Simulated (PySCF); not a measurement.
Species: C2H5NO2Si.
SMILES with atom numbers: `[NH2:1][Si@@:2]1([OH:3])[CH:4]=[CH:5][O:6]1`

Definitions: NICS(0) = −σiso at the ring centroid; NICS(1) = −σiso and NICS(1)zz = −σzz at ±1 Å along the ring normal z. Level: GIAO PBE0/pcSseg-1 (PySCF, non-relativistic, gas phase) on the GFN2-xTB geometry, one conformer.

Ring bond lengths (Å), with Mayer bond orders in brackets: Si2–C4 1.890 (0.85), C4–C5 1.331 (1.73), C5–O6 1.381 (0.97), O6–Si2 1.722 (0.85).

Give the NICS values of each ring in ppm.

| ring | type | NICS(0) | NICS(1), two faces | NICS(1)zz, two faces | rms pucker (Å) | centre to ring atoms, mean (Å) |
| --- | --- | --- | --- | --- | --- | --- |
| Si2–C4–C5–O6 | 4-membered ring with O and Si; formal bonds 1 double, 3 single | -2.7 | -0.5 / -0.7 | 5.3 / 5.5 | 0.00 | 1.11 |

What can be read from them?

- Si2–C4–C5–O6: mean NICS(1)zz 5.4 ppm, deshielded. Si2 has four or more neighbours, so the value isn't read as a sign of a π ring current.

What is the mean of the two in-plane components of NICS at the first NICS(1) probe listed for ring Si2–C4–C5–O6, 1 Å off the ring?

The isotropic value is a third of the trace: (3 × -0.5 − (5.3))/2 = -3.4 ppm.

List the ring angles and the Hirshfeld charges of the ring atoms.

- Si2–C4–C5–O6: Si2 74.5° (+0.512 e), C4 86.1° (-0.214 e), C5 107.9° (+0.031 e), O6 91.5° (-0.267 e); sum 360.0° against 360° for a flat convex ring.

How shielded are the nuclei of the rings and their hydrogens (means over atoms taken as equivalent)?

| atoms | environment | σ isotropic (ppm) | principal values of the symmetric part, first atom (ppm) |
| --- | --- | --- | --- |
| Si2 | oxygen-bound silicon | 373.2 | 343.3, 369.1, 407.4 |
| C4 | alkene CH carbon | 79.1 | -16.7, 117.2, 136.7 |
| C5 | vinylic carbon bearing oxygen | 15.1 | -114.7, 47.3, 112.7 |
| O6 | silyl ether oxygen | 139.0 | 76.7, 137.5, 202.9 |
| H on C4 | vinylic hydrogen | 27.00 | 25.2, 26.5, 29.3 |
| H on C5 | vinylic hydrogen | 24.09 | 22.7, 23.3, 26.2 |

Conformer computed: `[NH2:1][Si@@:2]1([OH:3])[CH:4]=[CH:5][O:6]1`: H–N1–Si2–O3 17°, H–N1–Si2–O3 160°, H–O3–Si2–N1 -170°.
